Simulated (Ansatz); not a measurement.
Geometry optimisation, Ansatz, RKS PBE0-D4/def2-SVP.

input.yaml

```yaml
crystal:
  periodic: [false, false, false]
  atoms:
    - { symbol: B, position_ang: [-0.46883, 1.6215, -0.79683] }
    - { symbol: O, position_ang: [-0.33938, 0.38566, -0.43493] }
    - { symbol: B, position_ang: [-0.18793, -0.86769, -0.04199] }
    - { symbol: "N", position_ang: [0.71667, -1.184, 0.9831] }
    - { symbol: H, position_ang: [0.20713, 2.05697, -1.66648] }
    - { symbol: H, position_ang: [-1.2662, 2.31462, -0.26097] }
    - { symbol: H, position_ang: [-0.81369, -1.72587, -0.54993] }
    - { symbol: H, position_ang: [0.85744, -2.12448, 1.30804] }
    - { symbol: H, position_ang: [1.27743, -0.507, 1.46595] }
basis:
  gaussian: { orbitals: def2-SVP }
hamiltonian:
  xc: pbe0
  dispersion: d4
relax:
  f_tol: 0.015
  max_steps: 40
output:
  orbitals: {}
```

Command:

```bash
$ ansatz run input.yaml --threads 1 --pin off --max-ram 2048MiB --backend cpu --events-out ev --progress --plain --runs-dir out
```

Problem. Where does it end, and by what steps?

Solution. The forces met the threshold. The force dipped under the threshold on the way, but the program's further checks kept it going. After 38 steps the energy has fallen by 0.186 eV; H6 moved furthest, 1.34 Å.

| step | energy less start (eV) | largest force component (eV/Å) | accepted |
| --- | --- | --- | --- |
| 0 | 0.0000 | 1.141 | yes |
| 2 | -0.0915 | 0.338 | yes |
| 4 | -0.1025 | 0.037 | yes |
| 6 | -0.1027 | 0.001 | yes |
| 8 | -0.1029 | 0.006 | yes |
| 10 | -0.1030 | 0.013 | yes |
| 12 | -0.1038 | 0.063 | yes |
| 14 | -0.1073 | 0.073 | yes |
| 16 | -0.1145 | 0.219 | yes |
| 18 | -0.1293 | 0.093 | yes |
| 20 | -0.1307 | 0.072 | yes |
| 22 | -0.1327 | 0.042 | yes |
| 24 | -0.1348 | 0.330 | no |
| 26 | -0.1425 | 0.095 | yes |
| 28 | -0.1477 | 0.440 | no |
| 30 | -0.1599 | 0.146 | yes |
| 32 | -0.1651 | 0.136 | yes |
| 34 | -0.1746 | 0.185 | yes |
| 36 | -0.1809 | 0.227 | no |
| 38 | -0.1865 | 0.008 | yes |

```xyz
9
Properties=species:S:1:pos:R:3
B -0.472 1.539 -0.953
O 0.296 0.633 -0.313
B -0.118 -0.583 0.218
N 0.798 -1.316 0.966
H 0.067 2.539 -1.371
H -1.664 1.348 -1.094
H -1.241 -0.994 0.033
H 0.574 -2.206 1.385
H 1.742 -0.990 1.135
```

The run took 110 s on 1 thread of Intel(R) Xeon(R) Platinum 8259CL CPU @ 2.50GHz (Skylake/Cascade Lake) (shared host), peak memory 0.16 GiB.
